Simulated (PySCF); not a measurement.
C₄H₇NSi, SMILES C/C(C#N)=C/[SiH3].

Geometry: PBE-D3(BJ)/def2-SVP. A frequency run showed that this geometry is not a minimum. The structure was generated by enumeration; whether it is a known compound was not checked.

Calculation: PBE-D3(BJ)/def2-SVP in PySCF 2.14.0.

Frequencies are harmonic and unscaled.

Task: List the normal modes with their intensities. (The exact figures need the calculation; the answer reports its results.)

Result: 
| mode | ν (cm⁻¹) | IR (km/mol) | moving atoms (share of kinetic energy) |
|---|---|---|---|
| 1 | 43i | 0.1 | H 96 % |
| 2 | 104 | 3.7 | N 52 %, Si 30 %, C 11 %, H 8 % |
| 3 | 143 | 1.3 | H 70 %, C 23 % |
| 4 | 184 | 0.0 | H 58 %, C 38 % |
| 5 | 228 | 0.6 | C 58 %, H 23 %, N 16 % |
| 6 | 274 | 0.2 | C 62 %, N 23 %, H 16 % |
| 7 | 350 | 0.7 | C 44 %, Si 27 %, H 21 % |
| 8 | 565 | 14.7 | H 48 %, C 42 % |
| 9 | 572 | 16.8 | H 50 %, C 44 % |
| 10 | 589 | 21.6 | C 58 %, H 24 %, Si 13 % |
| 11 | 645 | 9.5 | H 50 %, C 42 % |
| 12 | 741 | 22.6 | C 55 %, H 27 %, N 10 % |
| 13 | 807 | 7.2 | C 55 %, H 28 %, N 11 % |
| 14 | 815 | 22.9 | H 77 %, C 23 % |
| 15 | 883 | 223.1 | H 91 %, Si 9 % |
| 16 | 905 | 29.8 | H 97 % |
| 17 | 907 | 38.1 | H 97 % |
| 18 | 988 | 1.9 | H 62 %, C 37 % |
| 19 | 1011 | 4.8 | H 63 %, C 37 % |
| 20 | 1116 | 8.4 | H 51 %, C 46 % |
| 21 | 1275 | 2.4 | C 53 %, H 44 % |
| 22 | 1338 | 4.2 | H 73 %, C 27 % |
| 23 | 1393 | 8.6 | H 97 % |
| 24 | 1401 | 17.3 | H 94 % |
| 25 | 1607 | 30.3 | C 96 % |
| 26 | 2168 | 51.1 | H 99 % |
| 27 | 2175 | 77.8 | H 96 % |
| 28 | 2183 | 96.9 | H 96 % |
| 29 | 2258 | 4.7 | C 62 %, N 38 % |
| 30 | 2973 | 6.3 | H 97 % |
| 31 | 3051 | 2.8 | H 91 %, C 9 % |
| 32 | 3080 | 2.6 | H 92 %, C 8 % |
| 33 | 3091 | 4.0 | H 90 %, C 10 % |
